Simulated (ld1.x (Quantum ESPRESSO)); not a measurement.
## Before and after: PAW potential for antimony (Sb)

| Quantity | Value |
| --- | --- |
| Element | Sb |
| Generator | ld1.x (Quantum ESPRESSO) 7.5 |
| Type | PAW |
| Functional | PBE |
| Relativity | scalar-relativistic |
| Frozen core | [Kr] |
| Valence charge | 15 |
| Reference configuration | 4d10 5s1.75 5p3.25 |
| Partial waves | 5s (bound): rcut 1.55, rcutus 1.75 bohr; 5s channel at 0.35 Ry: rcut 1.55, rcutus 1.75 bohr; 5p (bound): rcut 1.80, rcutus 2.05 bohr; 5p channel at 1.3 Ry: rcut 1.80, rcutus 2.05 bohr; 4d (bound): rcut 1.45, rcutus 1.60 bohr; 4d channel at -1.55 Ry: rcut 1.45, rcutus 1.60 bohr |
| Local potential | all-electron potential smoothed inside 1.70 bohr (lloc = -1) |
| Core correction | a·sin(br)/r model core inside 1.60 bohr |
| Augmentation charge | BESSEL, radius 1.35 bohr |

Change: local potential all-electron potential smoothed inside 0.82 bohr (lloc = -1).

Cutoffs: the cutoffs (Ry, on a coarse ladder) from which the occupation-weighted sum of valence levels, in a spherical-Bessel basis at the reference potential, stays within 10 and 1 mRy of its value at 400 Ry; they do not see the model core or the augmentation charge, which bear on the density cutoff. Errors are all-electron minus pseudo energies relative to the spin-unpolarised reference configuration.

Task: Predict the effect on cutoff, ghosts and configuration errors.

Result: The potential gets neither clearly harder nor softer (55 Ry and 100 Ry → 60 Ry and 100 Ry); the bound ghosts move from s to d, p, s; the number of tests with a reliable result goes from 7 to 1 (the test run of the changed file stopped, so its transferability is not established). A state that the projectors do not describe sees the local part alone, so a deeper or shallower local part can create or remove a ghost.

| quantity | base | changed |
| --- | --- | --- |
| cutoff, loose | 55 Ry | 60 Ry |
| cutoff, tight | 100 Ry | 100 Ry |
| loose cutoff by channel (10 mRy a level) | s 15 Ry, p 6 Ry, d 40 Ry | s 12 Ry, p 6 Ry, d 35 Ry |
| bound ghosts | s | s, p, d |
| tests with a reliable result | 7 of 7 | 1 of 7 (the test run stopped) |
| error for 4d10 5s2 5p3, meV [ΔE -2.01 eV] | +0.2 | +0.2 |
| s: phases at 2.25 bohr within 0.05 rad from the reference energy up to (Ry; the scan ends near 5) | n/a | to the end of the scan |
| p: phases at 2.25 bohr within 0.05 rad from the reference energy up to (Ry; the scan ends near 5) | 4.1 | to the end of the scan |
| d: phases at 2.25 bohr within 0.05 rad from the reference energy up to (Ry; the scan ends near 5) | to the end of the scan | to the end of the scan |
| lowest overlap eigenvalue by channel | s 0.53, p 0.51, d 0.93 | s 0.45, p 0.35, d 0.93 |

 A true bound ghost makes a file unfit for plane-wave use even where its test errors are small: the radial tests pick states by their node count and pass the ghost by.
